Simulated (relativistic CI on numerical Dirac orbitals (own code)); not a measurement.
**As VI: calculation against measurement**

Computed by Dirac-Coulomb-Breit CI, separate exchange-only KLI orbitals for each configuration, model QED (radiative potential, 1s self-energy scaled to tabulated hydrogen-like ionisation energies), valence Slater integrals scaled by 0.85, P86 correlation energy added to each configuration (own radial code, finite nucleus).

CI space (outside the closed core [Ar]): 3d10, 3d9 4s, 3d9 4p, 3d9 4d, 3d9 5s, 3d9 5p, 3d9 4f, 3d8 4s2, 3d9 5d, 3d9 5f, 3d9 5g, 3d8 4s 4p, 3d8 4p2, 3d8 4s 4d, 3d8 4p 4d. Levels of other configurations are missing.

| Configuration | Term (tabulated) | J | Measured (cm⁻¹) | Computed | Error | Purity (%) |
| --- | --- | --- | --- | --- | --- | --- |
| 3d10 | 1S | 0 | 0.0 | 0 | 0 | 100 |
| 3d9 4s | 3D | 3 | 331180.0 | 330841 | -339 | 100 |
| 3d9 4s | 3D | 2 | 333230.0 | 332771 | -459 | 78 |
| 3d9 4s | 3D | 1 | 336870.0 | 336428 | -442 | 100 |
| 3d9 4s | 1D | 2 | 340230.0 | 339390 | -840 | 78 |

Measured levels from Moore, Atomic Energy Levels, vol. II, NSRDS-NBS 35 (1971 reprint of NBS Circular 467, 1952); pairs were made by configuration, J and term (by order where the table uses no LS term), so strongly mixed levels may be paired wrongly. The analysis dates from before 1960.

Mean error by configuration (cm⁻¹): 3d9 4s -520. Over the excited levels the mean absolute error is 520 cm⁻¹ (4 of the 4 excited levels that our extract of the source holds in range could be paired), and the median relative error of those above 1,000 cm⁻¹ is 0.13 %.
